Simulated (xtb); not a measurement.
Input for xtb: GFN1-xTB on C3H7B (SMILES BCC=C), a point of a torsion scan.

```
$ xtb mol.xyz --gfn 1 --sp --chrg 0 --uhf 0
11

B     -1.51075419     0.86940513     0.64222000
C     -0.66236465     0.05354232    -0.39844824
C      0.54416971    -0.67284785     0.11653976
C      1.57012577    -0.08750967     0.70691918
H     -1.15302019     1.00568303     1.74573892
H     -2.51053772     1.36155694     0.28591330
H     -0.33130528     0.80049067    -1.13259680
H     -1.29502382    -0.63175602    -0.96745394
H      0.53280804    -1.75029655     0.00927524
H      1.60996919     0.98196812     0.83670431
H      2.41360872    -0.64521653     1.07636831
```

Output:

```
[...]
           -------------------------------------------------
          |                Calculation Setup                |
           -------------------------------------------------



           -------------------------------------------------
          |                 G F N 1 - x T B                 |
           -------------------------------------------------

        Reference                      10.1021/acs.jctc.7b00118
      * Hamiltonian:
        H0-scaling (s, p, d)           1.850000    2.250000    2.000000
        zeta-weighting                 0.000000
      * Dispersion:
        s8                             2.400000
        a1                             0.630000
        a2                             5.000000
        s9                             0.000000
      * Repulsion:
        kExp                           1.500000
        rExp                           1.000000
      * Coulomb:
        alpha                          2.000000
        third order                    atomic
        anisotropic                    false
      * Halogen bond correction:
        rad-scale                      1.300000
        damping                        0.440000


          ...................................................
          :                      SETUP                      :
          :.................................................:
          :  # basis functions                  30          :
          :  # atomic orbitals                  30          :
          :  # shells                           22          :
          :  # electrons                        22          :
          :  # halogen bonds                     0          :
          :  max. iterations                   250          :
          :  Hamiltonian                  GFN1-xTB          :
          :  restarted?                      false          :
          :  GBSA solvation                  false          :
          :  PC potential                    false          :
          :  electronic temp.          300.0000000     K    :
          :  accuracy                    1.0000000          :
          :  -> integral cutoff          0.2500000E+02      :
          :  -> integral neglect         0.1000000E-07      :
          :  -> SCF convergence          0.1000000E-05 Eh   :
          :  -> wf. convergence          0.2000000E-04 e    :
          :  Broyden damping             0.4000000          :
          :  net charge                          0          :
          :  unpaired electrons                  0          :
          ...................................................

 iter      E             dE          RMSdq      gap      omega  full diag
   1    -11.6164827 -0.116165E+02  0.840E+00    4.00       0.0  T
   2    -11.6325981 -0.161154E-01  0.505E+00    4.23       1.0  T
   3    -11.6327580 -0.159886E-03  0.906E-01    3.73       1.0  T
   4    -11.6360415 -0.328350E-02  0.299E-01    3.91       1.0  T
   5    -11.6363511 -0.309558E-03  0.494E-02    4.01       1.0  T
   6    -11.6363621 -0.109948E-04  0.143E-02    3.99       2.1  T
   7    -11.6363631 -0.100910E-05  0.149E-03    3.98      20.2  T
   8    -11.6363631 -0.101617E-07  0.181E-04    3.99     167.0  T
   9    -11.6363631 -0.160727E-09  0.766E-05    3.99     393.6  T

   *** convergence criteria satisfied after 9 iterations ***

         #    Occupation            Energy/Eh            Energy/eV
      -------------------------------------------------------------
         1        2.0000           -0.6472323             -17.6121
       ...           ...                  ...                  ...
         5        2.0000           -0.5543356             -15.0842
         6        2.0000           -0.5270694             -14.3423
         7        2.0000           -0.4964468             -13.5090
         8        2.0000           -0.4918869             -13.3849
         9        2.0000           -0.4659185             -12.6783
        10        2.0000           -0.4549830             -12.3807
        11        2.0000           -0.4264424             -11.6041 (HOMO)
        12                         -0.2799689              -7.6183 (LUMO)
        13                         -0.2325960              -6.3293
        14                         -0.1123691              -3.0577
        15                         -0.1017911              -2.7699
        16                         -0.0941797              -2.5628
       ...                                ...                  ...
        30                          0.5986533              16.2902
      -------------------------------------------------------------
                  HL-Gap            0.1464735 Eh            3.9857 eV
             Fermi-level           -0.3532057 Eh           -9.6112 eV

 SCC (total)                   0 d,  0 h,  0 min,  0.018 sec
 SCC setup                      ...        0 min,  0.003 sec ( 18.874%)
 Dispersion                     ...        0 min,  0.000 sec (  0.332%)
 classical contributions        ...        0 min,  0.000 sec (  0.137%)
 integral evaluation            ...        0 min,  0.002 sec ( 12.637%)
 iterations                     ...        0 min,  0.008 sec ( 42.945%)
 molecular gradient             ...        0 min,  0.004 sec ( 23.790%)
 printout                       ...        0 min,  0.000 sec (  1.192%)

         :::::::::::::::::::::::::::::::::::::::::::::::::::::
         ::                     SUMMARY                     ::
         :::::::::::::::::::::::::::::::::::::::::::::::::::::
         :: total energy             -11.445088065718 Eh    ::
         :: gradient norm              0.018267927405 Eh/a0 ::
         :: HOMO-LUMO gap              3.985745547134 eV    ::
         ::.................................................::
         :: SCC energy               -11.636363086107 Eh    ::
         :: -> electrostatic           0.002209568405 Eh    ::
         :: repulsion energy           0.194325867949 Eh    ::
         :: dispersion energy         -0.003050847559 Eh    ::
         :: halogen bond corr.         0.000000000000 Eh    ::
         :: add. restraining           0.000000000000 Eh    ::
         :: total charge              -0.000000000000 e     ::
         :::::::::::::::::::::::::::::::::::::::::::::::::::::

           -------------------------------------------------
          |                Property Printout                |
           -------------------------------------------------

    * Orbital Energies and Occupations

         #    Occupation            Energy/Eh            Energy/eV
      -------------------------------------------------------------
         1        2.0000           -0.6472323             -17.6121
         2        2.0000           -0.6266332             -17.0516
         3        2.0000           -0.5895531             -16.0426
         4        2.0000           -0.5637939             -15.3416
         5        2.0000           -0.5543356             -15.0842
         6        2.0000           -0.5270694             -14.3423
         7        2.0000           -0.4964468             -13.5090
         8        2.0000           -0.4918869             -13.3849
         9        2.0000           -0.4659185             -12.6783
        10        2.0000           -0.4549830             -12.3807
        11        2.0000           -0.4264424             -11.6041 (HOMO)
        12                         -0.2799689              -7.6183 (LUMO)
        13                         -0.2325960              -6.3293
        14                         -0.1123691              -3.0577
        15                         -0.1017911              -2.7699
        16                         -0.0941797              -2.5628
        17                         -0.0771872              -2.1004
Note: The following floating-point exceptions are signalling: IEEE_DENORMAL
normal termination of xtb
        18                         -0.0597522              -1.6259
        19                         -0.0529399              -1.4406
        20                         -0.0415405              -1.1304
        21                          0.1105270               3.0076
        22                          0.1648483               4.4857
       ...                                ...                  ...
        30                          0.5986533              16.2902
      -------------------------------------------------------------
                  HL-Gap            0.1464735 Eh            3.9857 eV
             Fermi-level           -0.3532057 Eh           -9.6112 eV

  Mulliken/CM5 charges         n(s)   n(p)   n(d)
     1B     0.22230 -0.07607   1.040  1.737  0.000
     2C    -0.13318 -0.17414   1.043  3.090  0.000
     3C    -0.01322 -0.07316   1.065  2.949  0.000
     4C    -0.09534 -0.19826   1.040  3.056  0.000
     5H    -0.07959  0.02964   1.080  0.000  0.000
     6H    -0.08259  0.02551   1.083  0.000  0.000
     7H     0.05877  0.11981   0.941  0.000  0.000
     8H     0.04269  0.10199   0.957  0.000  0.000
     9H     0.02302  0.07927   0.977  0.000  0.000
    10H     0.02674  0.08154   0.973  0.000  0.000
    11H     0.03039  0.08387   0.970  0.000  0.000

Wiberg/Mayer (AO) data.
largest (>0.10) Wiberg bond orders for each atom

 ---------------------------------------------------------------------------
     #   Z sym  total        # sym  WBO       # sym  WBO       # sym  WBO
 ---------------------------------------------------------------------------
     1   5 B    3.102 --     2 C    1.043     5 H    0.974     6 H    0.970
     2   6 C    3.982 --     1 B    1.043     3 C    1.022     8 H    0.954
                             7 H    0.922
     3   6 C    3.995 --     4 C    1.974     2 C    1.022     9 H    0.973
     4   6 C    3.996 --     3 C    1.974    10 H    0.980    11 H    0.979
     5   1 H    1.000 --     1 B    0.974
     6   1 H    0.999 --     1 B    0.970
     7   1 H    1.005 --     2 C    0.922
     8   1 H    1.006 --     2 C    0.954
     9   1 H    1.005 --     3 C    0.973
    10   1 H    1.004 --     4 C    0.980
    11   1 H    1.006 --     4 C    0.979
 ---------------------------------------------------------------------------

Topologies differ in total number of bonds
Writing topology from bond orders to xtbtopo.mol

 dipole moment from electron density (au)
     X       Y       Z
  -0.0325  -0.0693  -0.3153  total (Debye):    0.825


           -------------------------------------------------
          | TOTAL ENERGY              -11.445088065718 Eh   |
          | GRADIENT NORM               0.018267927405 Eh/α |
          | HOMO-LUMO GAP               3.985745547134 eV   |
           -------------------------------------------------

------------------------------------------------------------------------
------------------------------------------------------------------------
 total:
 SCF:
```

The run finished.

Cost: roughly 0.04 core-seconds.
